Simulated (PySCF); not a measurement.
Level of theory: M06-2X/def2-TZVP // PBE0-D3(BJ)/def2-TZVP run with PySCF. Gas-phase values, no solvent. 

Reference species (SMILES): `[Cl][Ga][Cl]` (neutral, multiplicity 2).

```json
{
 "dipole_moment": "1.86 D"
}
```

Changed species: `[Br][Ga][Br]` (radical fragment; the reference has radical fragment).

Q: Give the shifts of the dipole moment.

A: the dipole moment falls by 0.22 D, to 1.64 D.
